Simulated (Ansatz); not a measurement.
Harmonic frequencies (cm⁻¹) at PBE0-D4/def2-TZVP from Ansatz: 56, 120, 181, 200, 217, 272, 306, 454, 638, 708, 734, 740.

(1) Which molecule is it?
A. `[OH][Nb]([OH])([F])=[S]`
B. `[NH2][Nb](=[S])([Cl])[Cl]`
C. `[NH]=[Nb]([NH2])([OH])[F]`
D. `[F][Nb]([F])([F])([F])[Cl]`

## Answers

(1) D.
